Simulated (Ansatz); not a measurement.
A nudged elastic band was laid between two geometries of ClH + GeH4O2 (9 atoms, charge 0, multiplicity 1).

The calculation used RKS B3LYP/def2-SVP (Ansatz).

```json
{
 "movable images": "5",
 "climbing image": "yes",
 "spring": "50.0 eV/Å²",
 "optimiser": "quadratic models (default)",
 "start path": "through a guess of the saddle point",
 "force threshold": "0.05 eV/Å",
 "iteration limit": "60",
 "end points": "relaxed"
}
```

Image 0:

```xyz
9
Properties=species:S:1:pos:R:3
Ge -0.190 -0.175 -0.161
O -0.076 0.206 1.601
H -0.907 0.143 2.093
H 1.213 0.104 -0.687
O -1.292 0.963 -0.967
H -2.222 0.703 -0.948
H -0.718 -1.619 -0.304
Cl 1.824 2.582 2.192
H 1.009 1.560 2.053
```

Image 6:

```xyz
9
Properties=species:S:1:pos:R:3
Ge 0.557 0.033 -0.570
O -1.303 1.104 2.077
H -1.388 0.328 2.648
H 1.239 0.200 -1.932
O -1.003 0.841 -0.648
H -1.368 0.950 0.258
H 0.463 -1.418 -0.062
Cl 1.813 1.062 0.939
H -0.371 1.367 2.163
```

Which bonds break or form, and what moves?

Bonds broken: Ge1–O2, Cl8–H9. Bonds formed: Ge1–Cl8, O2–H9. ClH + GeH4O2 becomes ClGeH3O + H2O.

What energy profile does the band end with?

The forces met the threshold. The highest image is number 2 of 0 to 6, 0.78 eV above the first end and 1.39 eV above the last; the last end lies 0.61 eV below the first. The order of the stationary point at the top wasn't checked. Another band between the same ends, with other settings, climbed to 0.495 eV only, so this may not be the lowest route. The orbitals stay closed-shell, which can raise the energy where a bond breaks towards radicals; this wasn't checked here.

| image | path coordinate (Å) | energy (eV) | Ge1–O2 (Å) | Cl8–H9 (Å) | Ge1–Cl8 (Å) |
| --- | --- | --- | --- | --- | --- |
| 0 | 0.00 | 0.00 | 1.81 | 1.31 | 4.15 |
| 1 | 1.16 | 0.03 | 1.82 | 1.32 | 3.72 |
| 2 | 2.33 | 0.78 | 2.01 | 1.71 | 2.81 |
| 3 | 3.14 | 0.18 | 2.43 | 2.02 | 2.35 |
| 4 | 3.95 | -0.40 | 2.91 | 2.29 | 2.23 |
| 5 | 4.77 | -0.57 | 3.15 | 2.48 | 2.21 |
| 6 | 5.58 | -0.61 | 3.41 | 2.52 | 2.22 |

What is the geometry of the highest image?


```xyz
9
Properties=species:S:1:pos:R:3:forces:R:3
Ge 0.052 0.076 -0.110 0.01 -0.01 0.02
O -0.584 0.452 1.763 -0.02 -0.01 0.00
H -0.468 -0.279 2.393 0.00 -0.02 -0.02
H 1.412 0.061 -0.801 0.00 0.00 -0.01
O -1.056 1.103 -1.015 0.00 0.00 0.01
H -1.925 1.189 -0.598 0.00 0.01 -0.01
H -0.478 -1.378 0.037 0.01 0.00 0.00
Cl 1.518 2.032 1.269 0.01 -0.01 -0.01
H 0.169 1.211 1.935 0.00 0.03 0.02
```

The band took 16 iterations and about 7 core-minutes.

The run took 3.5 min on 2 threads of Arm Neoverse V2 (shared host), peak memory 0.23 GiB.
